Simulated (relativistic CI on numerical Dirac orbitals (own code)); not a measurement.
## Ru+: M2,3 absorption edge

Computed with this model: Dirac-Coulomb-Breit CI, separate exchange-only KLI orbitals for each configuration, a model potential for QED, valence Slater integrals scaled by 0.8, multiplet model of core-to-valence dipole absorption; configurations [Kr] 4d7 → [Ne] 3s2 3p5 3d10 4s2 4p6 4d8; 300 K; Lorentzian 2 eV and Gaussian 0.4 eV FWHM. Energies are those of the free ion, without screening or charge transfer. The branching ratio is the share of the lower-energy edge in the whole absorption, uncertain by about 0.02 where the edges overlap. S is read from ⟨S²⟩ = S(S + 1).

Field parameters in Wybourne normalisation: D4h B²₀ = −7Ds, B⁴₀ = 21(Dq − Dt), B⁴₄ = 21√(5/14) Dq; Oh B⁴₀ = 21Dq, B⁴₄ = √(5/14) B⁴₀; Td as Oh with Dq negative (B⁴₀ = 21Dq, B⁴₄ = √(5/14) B⁴₀). The field is a parameter set, without covalency.

Peaks in eV (height, largest 100): 464.0 (100), 486.8 (27).

(1) Which surroundings give this spectrum?
A. free ion
B. Td, 10Dq = -10850 cm⁻¹
C. Oh, 10Dq = 20300 cm⁻¹
D. D4h, 10Dq = 11850, Ds = -270, Dt = -260 cm⁻¹

## Answers

(1) C. Oh, 10Dq = 20300 cm⁻¹, where the ground state has S = 0.53.
